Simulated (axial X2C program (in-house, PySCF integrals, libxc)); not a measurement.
Potential curves of TaF⁺, with spin–orbit coupling

Computed with an axial X2C code built on PySCF integrals. Two-component (2c) means X2C with spin–orbit coupling and atomic mean-field two-electron Coulomb and Gaunt terms. Basis: Ta dyall-cv3z [13s14p9d7f4g], F dyall-av3z [7s6p3d2f] (cores contracted in-house); Gaussian nuclei, density fitting, unrestricted open shells. Masses: Ta 180.948 u, F 18.998 u.

State: Ω = 3/2 (⟨Sz⟩ = 1.48, ⟨Lz⟩ = 0.02 at HF). Energies in eV from the lowest point of each curve. Fits are polynomials in 1 − R0/R over 0.85 to 1.23 times the lowest point R0.

```json
{"R (Å)": "1.6116", "HF": "0.7989", "PBE0": "0.6468", "MP2": "0.8193", "CCSD": "0.8226"}
{"R (Å)": "1.6647", "HF": "0.3430", "PBE0": "0.2490", "MP2": "0.3572", "CCSD": "0.3592"}
{"R (Å)": "1.7179", "HF": "0.0920", "PBE0": "0.0485", "MP2": "0.0994", "CCSD": "0.1001"}
{"R (Å)": "1.7710", "HF": "0.0000", "PBE0": "0.0000", "MP2": "0.0000", "CCSD": "0.0000"}
{"R (Å)": "1.8330", "HF": "0.0435", "PBE0": "0.0862", "MP2": "0.0344", "CCSD": "0.0340"}
{"R (Å)": "1.8950", "HF": "0.2057", "PBE0": "0.2835", "MP2": "0.1872", "CCSD": "0.1868"}
{"R (Å)": "1.9747", "HF": "0.5326", "PBE0": "0.6465", "MP2": "0.5020", "CCSD": "0.5023"}
```

Correlated methods: 11 electrons correlated (number of frozen shells: Ta 5 s, 4 p, 2 d, 1 f; F 1 s), 315 virtual spin orbitals or spinors in MP2, 90 natural virtuals in coupled cluster.

Occupations by symmetry block were frozen at the best pattern of an incomplete PBE0 search. Density functionals use the spin component along the axis (collinear). CCSD ran in a truncated set of natural virtual spinors with an MP2 remainder; without triples it tends to underbind. With several unpaired electrons one determinant need not be a pure state. The outer-core s and p shells of the metal are frozen in the correlated rows, which leaves out core–valence correlation; for alkali and alkaline-earth bonds that tends to lengthen them. This is the top spin component of a Σ state; components of lower Ω are not single determinants and can lie lower. With the outer-core shells frozen, correlated bond lengths of heavy atoms tend to come out a few hundredths of an ångström too long. Coupled cluster ran on the points near the minimum only. MP2 and coupled cluster on one determinant become unreliable at the stretched end.

What are Re and ωe at the HF level?

At HF, 2c: Re = 1.783 Å, ωe ≈ 797 cm⁻¹; Be follows as 0.308 cm⁻¹.

What are Re and ωe at the PBE0 level?

At PBE0, 2c: Re = 1.765 Å, ωe ≈ 814 cm⁻¹; Be follows as 0.315 cm⁻¹.

What are Re and ωe at the MP2 level?

At MP2, 2c: Re = 1.786 Å, ωe ≈ 788 cm⁻¹; Be follows as 0.307 cm⁻¹.

What are Re and ωe at the CCSD level?

At CCSD, 2c: Re = 1.787 Å, ωe ≈ 789 cm⁻¹; Be follows as 0.307 cm⁻¹.
